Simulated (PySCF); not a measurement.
# Excitation energy of Ni by level of theory

Ni [Ar] 3d8 4s2 (3F) → Ni [Ar] 3d8 4s1 4p1 (high-spin determinant), as a difference of total energies. Computed with PySCF 2.14 in x2c-TZVPPall with one added diffuse shell each of s, p, d, f type (7s6p5d3f1g, 80 functions), with the spin-free X2C one-electron Hamiltonian (Gaussian nucleus). Correlated levels: valence: [Ar] frozen; valence and next inner shell: [Ne] frozen. The calculations carry no spin-orbit coupling.

| method | excitation energy (eV) |
| --- | --- |
| UHF | 2.127 |
| LDA | 3.728 |
| PBE | 3.496 |
| PBE0 | 3.233 |
| r2SCAN | 3.174 |
| wB97X-V | 3.397 |
| TPSS | 3.305 |
| revPBE | 3.391 |
| PW91 | 3.495 |
| MP2 (valence) | 3.147 |
| SCS-MP2 (valence) | 3.347 |
| MP2 (valence and next inner shell) | 3.231 |
| SCS-MP2 (valence and next inner shell) | 3.376 |

Question: How much does correlation contribute at MP2 (valence and next inner shell)?

Answer: 3.231 − (2.127) = 1.104 eV, measured against UHF.

A first-order spin-orbit estimate (lowest level to lowest level, LS coupling) adds 0.018 eV.

The determinant of the upper state mixes LS terms, which raises its energy above the lowest term, most at the Hartree-Fock and MP2 levels.
